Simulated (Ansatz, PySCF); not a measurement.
Gas-phase reaction in SMILES: [O-][S+]([O-])O → O=[SH](=O)[O-]
Geometries: B3LYP-D3(BJ)/def2-TZVP minima from Ansatz (a quantum-chemistry and plane-wave program), one conformer each, not searched for the lowest.

Property: isomerisation energy (enthalpy at 298 K, with B3LYP-D3(BJ) rigid-rotor harmonic-oscillator terms from PySCF), in eV. Correlated levels leave the core frozen unless marked. Spin-orbit coupling is left out. No relativistic terms. Anions need diffuse functions: aug- sets have them; def2-D sets add few; the other sets have none. CBS marks a two-point X^-3 extrapolation of the correlation energy; Hartree-Fock from the larger set. [CCSD(T)-MP2]/basis is that difference in the basis named.

```tsv
level	program	isomerisation energy (eV)
r2SCAN-D3(BJ)/def2-TZVPD	Ansatz + dftd3	-0.26
TPSSh/def2-TZVPD	PySCF	-0.21
r2SCANh/def2-TZVPD	Ansatz	-0.31
r2SCAN0/def2-TZVPD	Ansatz	-0.37
HSE06/def2-TZVPD	Ansatz	___
SCS-MP2/6-31G*	Ansatz	0.11
SCS-MP2/cc-pVTZ	Ansatz	-0.08
CCSD/STO-3G	Ansatz	5.38
RI-MP2/CBS(aug-cc-pV(T+d)Z,aug-cc-pV(Q+d)Z)+[CCSD(T)-MP2]/aug-cc-pV(T+d)Z	Ansatz	-0.25
```

### Question
Fill in the missing entries.

### Answer

- HSE06/def2-TZVPD, isomerisation energy (eV): -0.27
